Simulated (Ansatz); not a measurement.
`[OH][Ge][N]([SiH3])[SiH3]` + H₂ → `[SiH3][N]([SiH3])[GeH]` + H₂O at 600 K and 1 bar (hydrogenolysis of a Ge–O bond).

Calculated with Ansatz (gas phase, PBE0-D4/def2-TZVP geometries, no zero-point term in ΔE). CBS: MP2 limit from def2 TZ/QZ plus the TZ coupled-cluster correction, frozen cores. This one scheme is used for every species. For Ge outer-core shells are correlated without core-valence functions, which leaves a few kJ/mol of doubt a bond. Scalar relativity is left out up to krypton. One conformer a species, not always the lowest.

```csv
species,CCSD(T)/CBS energy (Eh),H − E (kJ/mol),S (J/(mol·K))
`[OH][Ge][N]([SiH3])[SiH3]`,-2788.43656,262.0,513.1
H₂,-1.17544,43.9,150.8
`[SiH3][N]([SiH3])[GeH]`,-2713.20588,234.2,466.8
H₂O,-76.37941,76.8,212.8
```

H − E and S are ideal-gas, rigid-rotor, harmonic terms from PBE0-D4/def2-TZVP, for one conformer and one mirror image of each species. For small species the MP2-based limit differs from directly extrapolated CCSD(T) by up to some mEh (0.8 for H₂); such offsets cancel only in part. 1 Eh = 2625.50 kJ/mol, R = 8.31446 J/(mol·K).

By hand: ΔE, ΔH, ΔS and ΔG.

ΔE = (-2713.20588) + (-76.37941) − (-2788.43656) − (-1.17544) = 0.02671 Eh = 70.1 kJ/mol. Δ(H − E) = 234.2 + 76.8 − 262.0 − 43.9 = 5.1, so ΔH = 75.2 kJ/mol. ΔS = 466.8 + 212.8 − 513.1 − 150.8 = 15.7 J/(mol·K). ΔG = 75.2 − 600 × (15.7)/1000 = 65.8 kJ/mol.

By hand: the equilibrium constant, and the temperature at which ΔG would vanish if ΔH and ΔS stayed fixed.

log₁₀ K = −ΔG/(RT ln 10) = -5.7. ΔG = 0 at ΔH/ΔS = 4790 K, far beyond where these terms or the molecules hold.

ΔH outweighs TΔS. A doubt of 5 kJ/mol in ΔE shifts log₁₀ K by 0.4 here. Other conformers and mirror images would add mixing entropy, several J/(mol·K) or more a flexible species. Modes under 60 cm⁻¹, often nearly free rotors, make the harmonic entropy too high. These are equilibria of isolated gas molecules and say nothing of rates. Largest T1 diagnostic: 0.014 (customary marks: 0.02 for closed shells, 0.045 for open ones).
